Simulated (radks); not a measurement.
Values are calculated unless marked as measured or tabulated.
The copper ion Cu7+ is in [Ar] 3d4. Level of theory: non-relativistic Kohn-Sham, PBE, spin-polarised, spherical densities, point nucleus (a radial shooting solver on a logarithmic mesh with Libxc functionals). Open shells are filled with parallel spins first. One electron is removed from 3d, 3s, 3p, 2p in turn, with full relaxation. Which removal costs least, and what does each cost?

Answer. 3d 168.83 eV; 3p 230.85 eV; 3s 271.96 eV; 2p 1115.7 eV. The 3d electron leaves first.
